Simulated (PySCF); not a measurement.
1,2-difluorocyclopenta-1,3-diene (C5H4F2), SMILES FC1=C(F)CC=C1.

Geometry optimised at B3LYP-D3(BJ)/def2-SVP. One conformer was computed; it need not be the lowest.

These are B3LYP-D3(BJ)/def2-SVP in PySCF values and carry that method's errors.

No scaling factor is applied to the harmonic values.

Computed normal modes with their intensities:
```json
[
 {"mode": "1", "ν (cm⁻¹)": "228", "IR (km/mol)": "1.8", "Raman (Å⁴/amu)": "1.1", "depolarisation": "0.75", "moving atoms (share of kinetic energy)": "C 35 %, F 33 %, H 32 %"},
 {"mode": "2", "ν (cm⁻¹)": "271", "IR (km/mol)": "2.0", "Raman (Å⁴/amu)": "0.8", "depolarisation": "0.75", "moving atoms (share of kinetic energy)": "F 91 %, C 8 %"},
 {"mode": "3", "ν (cm⁻¹)": "286", "IR (km/mol)": "0.0", "Raman (Å⁴/amu)": "1.1", "depolarisation": "0.75", "moving atoms (share of kinetic energy)": "C 72 %, F 20 %, H 8 %"},
 {"mode": "4", "ν (cm⁻¹)": "396", "IR (km/mol)": "7.9", "Raman (Å⁴/amu)": "3.5", "depolarisation": "0.75", "moving atoms (share of kinetic energy)": "C 50 %, H 45 %"},
 {"mode": "5", "ν (cm⁻¹)": "448", "IR (km/mol)": "1.2", "Raman (Å⁴/amu)": "0.4", "depolarisation": "0.59", "moving atoms (share of kinetic energy)": "F 45 %, C 42 %, H 13 %"},
 {"mode": "6", "ν (cm⁻¹)": "583", "IR (km/mol)": "10.9", "Raman (Å⁴/amu)": "1.0", "depolarisation": "0.75", "moving atoms (share of kinetic energy)": "C 58 %, H 39 %"},
 {"mode": "7", "ν (cm⁻¹)": "622", "IR (km/mol)": "13.3", "Raman (Å⁴/amu)": "2.4", "depolarisation": "0.75", "moving atoms (share of kinetic energy)": "C 57 %, F 37 %"},
 {"mode": "8", "ν (cm⁻¹)": "698", "IR (km/mol)": "13.9", "Raman (Å⁴/amu)": "8.0", "depolarisation": "0.21", "moving atoms (share of kinetic energy)": "C 51 %, F 43 %"},
 {"mode": "9", "ν (cm⁻¹)": "705", "IR (km/mol)": "22.6", "Raman (Å⁴/amu)": "3.5", "depolarisation": "0.75", "moving atoms (share of kinetic energy)": "H 53 %, C 46 %"},
 {"mode": "10", "ν (cm⁻¹)": "846", "IR (km/mol)": "33.0", "Raman (Å⁴/amu)": "5.5", "depolarisation": "0.38", "moving atoms (share of kinetic energy)": "C 74 %, H 17 %, F 9 %"},
 {"mode": "11", "ν (cm⁻¹)": "905", "IR (km/mol)": "3.3", "Raman (Å⁴/amu)": "2.7", "depolarisation": "0.75", "moving atoms (share of kinetic energy)": "C 59 %, H 41 %"},
 {"mode": "12", "ν (cm⁻¹)": "945", "IR (km/mol)": "1.9", "Raman (Å⁴/amu)": "0.2", "depolarisation": "0.75", "moving atoms (share of kinetic energy)": "H 79 %, C 21 %"},
 {"mode": "13", "ν (cm⁻¹)": "954", "IR (km/mol)": "7.9", "Raman (Å⁴/amu)": "8.7", "depolarisation": "0.35", "moving atoms (share of kinetic energy)": "H 52 %, C 47 %"},
 {"mode": "14", "ν (cm⁻¹)": "1054", "IR (km/mol)": "27.8", "Raman (Å⁴/amu)": "13.4", "depolarisation": "0.49", "moving atoms (share of kinetic energy)": "H 62 %, C 30 %"},
 {"mode": "15", "ν (cm⁻¹)": "1105", "IR (km/mol)": "1.3", "Raman (Å⁴/amu)": "9.4", "depolarisation": "0.75", "moving atoms (share of kinetic energy)": "H 88 %, C 12 %"},
 {"mode": "16", "ν (cm⁻¹)": "1140", "IR (km/mol)": "20.3", "Raman (Å⁴/amu)": "4.3", "depolarisation": "0.32", "moving atoms (share of kinetic energy)": "C 52 %, H 43 %"},
 {"mode": "17", "ν (cm⁻¹)": "1219", "IR (km/mol)": "5.2", "Raman (Å⁴/amu)": "1.7", "depolarisation": "0.70", "moving atoms (share of kinetic energy)": "C 46 %, H 46 %"},
 {"mode": "18", "ν (cm⁻¹)": "1274", "IR (km/mol)": "63.5", "Raman (Å⁴/amu)": "2.4", "depolarisation": "0.73", "moving atoms (share of kinetic energy)": "C 59 %, H 30 %, F 12 %"},
 {"mode": "19", "ν (cm⁻¹)": "1350", "IR (km/mol)": "46.1", "Raman (Å⁴/amu)": "8.7", "depolarisation": "0.56", "moving atoms (share of kinetic energy)": "C 74 %, H 21 %"},
 {"mode": "20", "ν (cm⁻¹)": "1390", "IR (km/mol)": "37.5", "Raman (Å⁴/amu)": "25.0", "depolarisation": "0.43", "moving atoms (share of kinetic energy)": "H 83 %, C 16 %"},
 {"mode": "21", "ν (cm⁻¹)": "1435", "IR (km/mol)": "71.0", "Raman (Å⁴/amu)": "10.7", "depolarisation": "0.75", "moving atoms (share of kinetic energy)": "C 78 %, H 16 %"},
 {"mode": "22", "ν (cm⁻¹)": "1610", "IR (km/mol)": "19.5", "Raman (Å⁴/amu)": "41.5", "depolarisation": "0.16", "moving atoms (share of kinetic energy)": "C 92 %"},
 {"mode": "23", "ν (cm⁻¹)": "1770", "IR (km/mol)": "125.8", "Raman (Å⁴/amu)": "14.4", "depolarisation": "0.17", "moving atoms (share of kinetic energy)": "C 94 %"},
 {"mode": "24", "ν (cm⁻¹)": "3032", "IR (km/mol)": "2.8", "Raman (Å⁴/amu)": "181.4", "depolarisation": "0.14", "moving atoms (share of kinetic energy)": "H 94 %"},
 {"mode": "25", "ν (cm⁻¹)": "3071", "IR (km/mol)": "2.1", "Raman (Å⁴/amu)": "114.8", "depolarisation": "0.75", "moving atoms (share of kinetic energy)": "H 91 %, C 9 %"},
 {"mode": "26", "ν (cm⁻¹)": "3219", "IR (km/mol)": "0.8", "Raman (Å⁴/amu)": "80.2", "depolarisation": "0.67", "moving atoms (share of kinetic energy)": "H 92 %, C 8 %"},
 {"mode": "27", "ν (cm⁻¹)": "3241", "IR (km/mol)": "1.1", "Raman (Å⁴/amu)": "127.0", "depolarisation": "0.12", "moving atoms (share of kinetic energy)": "H 90 %, C 10 %"}
]
```
